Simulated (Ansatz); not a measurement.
Relaxation of CH$_{6}$O$_{2}$Si$_{2}$ (11 atoms, charge 0, multiplicity 1), to a largest force component of 0.02 eV/Å in at most 50 steps.

The calculation used RKS PBE/def2-SVP in Ansatz 0.2.0.

```xyz
11
Properties=species:S:1:pos:R:3
O -1.207 1.937 0.535
Si 0.025 1.014 0.158
C -0.008 -0.688 0.928
Si 0.538 -1.113 -0.844
O -0.209 0.314 -1.349
H -1.925 2.069 -0.177
H 1.342 1.749 0.228
H -0.912 -1.031 1.266
H 0.800 -0.869 1.729
H 1.923 -1.160 -1.099
H -0.302 -2.279 -1.355
```

Task: Where does it end, and by what steps?

Result: The run converged. After 9 steps the energy has fallen by 0.942 eV; H10 moved furthest, 0.62 Å.

```tsv
step	energy less start (eV)	largest force component (eV/Å)	accepted
0	0.0000	5.501	yes
1	-0.7384	1.596	yes
2	-0.8514	0.509	yes
3	-0.9007	0.301	yes
4	-0.9280	0.307	yes
5	-0.9348	0.346	yes
6	-0.9398	0.267	yes
7	-0.9417	0.078	yes
8	-0.8847	1.120	no
9	-0.9424	0.016	yes
```

```xyz
11
Properties=species:S:1:pos:R:3
O -1.319 2.019 0.281
Si 0.087 1.126 0.171
C 0.132 -0.628 0.930
Si 0.451 -1.165 -0.869
O 0.353 0.471 -1.391
H -2.122 1.602 -0.077
H 1.152 2.082 0.597
H -0.816 -0.979 1.387
H 0.958 -0.807 1.646
H 1.801 -1.762 -1.146
H -0.613 -2.016 -1.508
```

The run took 39 s on 2 threads of Arm Neoverse N1, on a shared host, peak memory 0.16 GiB.
